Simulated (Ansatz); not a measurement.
Species: trifluorogermane, sum formula GeHF3 (charge 0, singlet). SMILES: [F][GeH]([F])[F]
Geometry: optimised at B3LYP-D3(BJ)/def2-TZVP (Ansatz, a program for electronic structure).

Parts of the frozen-core correlation energy in aug-cc-pVTZ (Ansatz, hartree). Frozen orbitals: 17; correlated occupied orbitals by spin: 13 and 13; virtual: 190 and 190. Spin-orbit coupling is left out. No relativistic terms.

```json
[
 {"term": "reference (HF)", "value": "-2374.55150"},
 {"term": "MP2 opposite-spin", "value": "(withheld)"},
 {"term": "MP2 same-spin", "value": "(withheld)"},
 {"term": "CCSD correlation", "value": "-0.90129"},
 {"term": "(T)", "value": "(withheld)"},
 {"term": "T1 diagnostic", "value": "0.014"},
 {"term": "largest doubles amplitude", "value": "0.020"}
]
```

### Question
Fill in the missing entries.

### Answer

- MP2 opposite-spin, value: -0.66914
- MP2 same-spin, value: -0.23248
- (T), value: -0.02932
